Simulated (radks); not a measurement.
Values are calculated unless marked as measured or tabulated.
Q: Hg, configuration [Hg]. Level of theory: scalar-relativistic Kohn-Sham, PBE, spin-unpolarised, spherical densities, finite nucleus; Fermi nuclear charge, rms radius 5.4648 fm (a radial shooting solver on a logarithmic mesh with Libxc functionals). Some entries of the table are withheld. Estimate them.

orbital  occ.  eigenvalue (hartree)  r(max) (bohr)  <r> (bohr)
1s          2             -3055.181        0.01023         (1)
2s          2             -541.5193            (2)     0.06994
2p          6             -467.1322        0.04906     0.06328
3s          2             -128.5067         0.1668      0.1807
3p          6             -107.0021         0.1664         (3)
3d         10             -84.33190         0.1355      0.1650
4s          2             -28.25306         0.3757      0.3993
4p          6             -21.19947         0.3958      0.4254
4d         10                   (4)         0.4028      0.4489
5s          2              -4.33988         0.8276      0.9017
4f         14              -3.52433         0.3665      0.4825
5p          6              -2.44472         0.9281         (5)
5d         10              -0.36256          1.163       1.499
6s          2                   (6)          2.205       2.698

A: 
(1) 1s <r> (bohr): 0.01659
(2) 2s r(max) (bohr): 0.05915
(3) 3p <r> (bohr): 0.1821
(4) 4d eigenvalue (hartree): -12.81687
(5) 5p <r> (bohr): 1.040
(6) 6s eigenvalue (hartree): -0.25030
